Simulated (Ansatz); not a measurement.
Total energies of BiF₃ from Ansatz at PBE-D4/def2-TZVP, gas phase (1 Eh = 27.2114 eV = 2625.5 kJ/mol). The reference geometry is relaxed at PBE-D4/def2-TZVP.

```
atom   x (Å)   y (Å)   z (Å)
 Bi1   0.751   0.120   0.140
  F2  -0.180  -1.526   0.846
  F3   0.068  -0.037  -1.753
  F4  -0.638   1.444   0.767
```

```json
{"state": "charge 0 singlet", "geometry": "reference", "energy (Eh)": "-514.15844"}
{"state": "charge 1 doublet", "geometry": "reference", "energy (Eh)": "-513.71792"}
{"state": "charge 1 doublet", "geometry": "relaxed at PBE-D4/def2-TZVP", "energy (Eh)": "-513.72183"}
{"state": "free Bi atom (quartet)", "geometry": "–", "energy (Eh)": "-214.63705"}
{"state": "free F atom (doublet)", "geometry": "–", "energy (Eh)": "-99.66912"}
```

In the def2 sets Bi takes a core potential; there is no spin–orbit coupling.

(1) Work out the vertical ionisation energy to the doublet.

(2) How much does the charge 1 doublet relax, and what is the adiabatic ionisation energy?

(3) What is the binding energy per atom against free atoms?

(1) E(charge 1 doublet) − E(charge 0 singlet) = -513.71792 − (-514.15844) = 0.44052 Eh = 11.99 eV. For comparison, −ε of the highest occupied level is 8.56 eV at this level, 3.43 eV less.

(2) Relaxation: -513.71792 − (-513.72183) = 0.00391 Eh = 0.11 eV. Adiabatic ionisation energy: 0.43661 Eh = 11.88 eV, without zero-point energy. 

(3) Atoms: 1 × (-214.63705) + 3 × (-99.66912) = -513.64441 Eh. Binding: -513.64441 − (-514.15844) = 0.51403 Eh = 13.99 eV, or 3.50 eV for each of 4 atoms (no zero-point energy, no counterpoise term).
